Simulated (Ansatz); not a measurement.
Mulliken charges of `B1CCN1` from B3LYP/def2-TZVPP in Ansatz (PBE0-D4/def2-TZVP geometry).

```csv
atom,x (Å),y (Å),z (Å),charge (e)
B1,-0.199,0.703,-0.938,0.090
C2,0.149,0.787,0.617,-0.319
C3,0.125,-0.760,0.534,0.005
N4,-0.193,-0.691,-0.889,-0.250
H5,-0.403,1.442,-1.854,0.008
H6,-0.609,1.213,1.276,0.088
H7,1.119,1.208,0.889,0.088
H8,-0.653,-1.241,1.135,0.076
H9,1.083,-1.246,0.746,0.076
H10,-0.335,-1.467,-1.513,0.137
```

**Question.** By hand: the dipole of these point charges (1 e Å = 4.8032 D).

**Answer.** Σ q r = (0.012, -0.184, 0.055) e Å, of length 0.192 e Å = 0.92 D.

**Question.** How does the dipole of the full density compare? (An estimate is asked.)

**Answer.** The calculation gave: (0.010, -0.285, 0.047) e Å, 1.39 D; the point charges give 0.66 times that, at 7° from its direction.

Point charges leave out the atoms' own dipoles, such as those of lone pairs, and Mulliken's split depends on the basis, so the two needn't agree.

B3LYP here is the variant with VWN-RPA as its local correlation; programs differ in this.
